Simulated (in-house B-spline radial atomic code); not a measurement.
The numbers below are computed, except where a source is named.
## Extrapolating the RPA correlation energy in partial waves: Hg7+

All-electron RPA on r2SCAN orbitals from an all-electron radial atomic-structure program (B-spline basis), scalar-relativistic (spin-free one-electron X2C), finite nucleus, configuration [Xe] 4f14 5d5, highest spin. Without the two-electron picture change, the correlation of inner shells comes somewhat too large for so heavy an element. With empty states up to angular momentum L the sums are:

```json
{"L": "5", "E_c(L) (hartree)": "-5.672894"}
{"L": "6", "E_c(L) (hartree)": "-6.030632"}
{"L": "7", "E_c(L) (hartree)": "-6.223708"}
{"L": "8", "E_c(L) (hartree)": "-6.333864"}
```

For large l each further wave adds A/(l + 1/2)⁴, because the basis must build the cusp where two electrons meet.

Task: Estimate the limit from L = 7 and L = 8.

Result: Wave 8 adds -0.110156, against a sum of (l + 1/2)⁻⁴ of 1.91569e-04, so A = -575.02. The sum over l > 8 is ζ(4, 9.5) = 4.5445e-04, close to 1/(3 × 9³) = 4.5725e-04. The tail is -0.261321 and the limit -6.59519 hartree.

Task: How good is the estimate?

Result: A run to L = 11 sums to -6.46547 and extrapolates to -6.55269 hartree, 9.38 millihartree from the run before, so it has not settled and is itself too deep. The estimate differs from that by -42.50 millihartree, while the bare sum at L = 8 misses 218.8 millihartree (3.3 %).
